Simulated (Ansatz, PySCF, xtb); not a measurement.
Lewis adduct: BF3 (SMILES FB(F)F) (first 4 atoms) with H2O (SMILES O); geometry from B3LYP-D3(BJ)/def2-TZVP, rigid monomers moved along the line of their centres of mass till B2···O5 is 2.61 Å.
(charge 0, multiplicity 1):
```csv
atom,x (Å),y (Å),z (Å)
F,1.0579,-0.7844,0.3019
B,0.0295,0.0251,0.5722
F,0.2110,1.3471,0.3697
F,-1.2132,-0.4605,0.3687
O,0.0288,0.0215,3.1831
H,-0.8348,-0.2793,3.4965
H,0.1560,0.9257,3.5006
```

Counterpoise-corrected where a basis set is named; no monomer relaxation.

Codes used: Ansatz (a quantum-chemistry and plane-wave program); PySCF for the dispersion terms; xtb for the GFN methods. 

Problem. Estimate the interaction energy that PBE/def2-TZVPPD returns for this input.

Solution. -8.9 kcal/mol

Problem. What is the computed interaction energy (GFN2-xTB)?

Solution. -7.9 kcal/mol

Problem. Give the interaction energy at the level PBE-D3(BJ)/def2-TZVPPD.

Solution. -9.6 kcal/mol
